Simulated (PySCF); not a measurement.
Method: core-valence-separated Tamm–Dancoff BHandHLYP/aug-pcX-1 (pcseg-1 on H, def2-SVPD on Si) in PySCF, non-relativistic, gas phase, PBE0-D3(BJ)/def2-SVP geometry. The energies are unshifted.

Main lines of an unknown, eV (oscillator strength): C K: 282.9 (0.049), 283.0 (0.052), 285.6 (0.006), 286.0 (0.030), 286.2 (0.031); N K: 396.7 (0.063), 396.8 (0.062). Listed: the first five lines at most of each edge with a tenth or more of its strongest line's intensity; roots within 0.03 eV on the same or equivalent atoms are summed. Only the lowest roots were sought, and the top ones are left out.

Question: Which candidate gives them?
A. `CO[Si@H](C)C#N`
B. `C([SiH2]C=C)(N)=O`

Answer: A. 

- `CO[Si@H](C)C#N`: C K: 282.9 (0.049), 283.0 (0.052), 285.6 (0.006), 286.0 (0.030), 286.2 (0.031); N K: 396.7 (0.063), 396.8 (0.062). First C line listed at 282.9 eV, hole on the cyano carbon (1s→π*); first N line listed at 396.7 eV, hole on the cyano nitrogen (1s→π*).
- `C=C[SiH2]C(N)=O`: C K: 282.1 (0.052), 282.2 (0.066), 284.3 (0.078), 285.7 (0.013), 286.1 (0.009); N K: 399.5 (0.025), 400.2 (0.012), 401.0 (0.026), 401.5 (0.011), 402.4 (0.005). First C line listed at 282.1 eV, hole on the alkene CH carbon (1s→π*); first N line listed at 399.5 eV, hole on the nitrogen bound to a carbonyl carbon.

One conformer each; other structures than these candidates weren't tested.

The values belong to the conformer `[CH3:1][O:2][Si@H:3]([CH3:4])[C:5]#[N:6]`: C1–O2–Si3–C4 174°.
